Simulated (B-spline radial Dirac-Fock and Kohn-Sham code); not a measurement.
K-line shifts caused by a second vacancy in Sc²⁺

System: Sc²⁺, configuration [Ar] 3d1, inside a Watson sphere of charge -2 and radius 3 Å (a model of the Madelung potential; inside it an electron's potential energy is raised by 9.6 eV).

Calculated with a radial finite-basis atomic code, using Dirac-Fock ΔSCF + Breit + QED. Each two-hole energy is an average over J within one jj subconfiguration, not an observable level; in light atoms, where LS coupling holds, the j-resolved values are not observed lines, and for a K spectator the Kα1 hypersatellite is nearly forbidden. Correlation and solid-state effects are left out.

Lines without a spectator: Kα2 (K-L2) 4085.3 eV, Kα1 (K-L3) 4089.8 eV, Kβ3 (K-M2) 4461.1 eV, Kβ1 (K-M3) 4461.6 eV. Shifts in eV with one spectator hole (a dash: not computed, or left out as unreliable):

```csv
spectator hole,Kα2,Kα1,Kβ3,Kβ1
L2 (2p1/2),+17.86,+22.04,–,+54.8
L3 (2p3/2),+21.03,+19.96,+53.7,–
M2 (3p1/2),–,+1.24,+4.71,+5.89
M3 (3p3/2),+1.16,–,+5.73,+5.39
```

Q: Where does the K-L3 hypersatellite lie, emitted when both K electrons are missing?

A: +216.9 eV from the normal line, at 4306.6 eV. Removing both K electrons costs 9308.9 eV, which is 292.7 eV more than twice the K binding energy. In light atoms the observed hypersatellite is the ¹S₀ → ¹P₁ component, which lies below this average, and the triplet component is nearly forbidden.

With n spectator holes in 2p, averaged over the 2p shell (energies in eV):

| n | KαLⁿ | step | hypersatellite KαʰLⁿ |
| --- | --- | --- | --- |
| 0 | 4088.2 | – | 4304.8 |
| 1 | 4108.9 | +20.7 | 4326.8 |
| 2 | 4130.9 | +21.9 | 4350.0 |
| 3 | 4154.1 | +23.2 | 4374.6 |
| 4 | 4178.7 | +24.6 | 4400.5 |
| 5 | 4204.5 | +25.9 | 4427.6 |
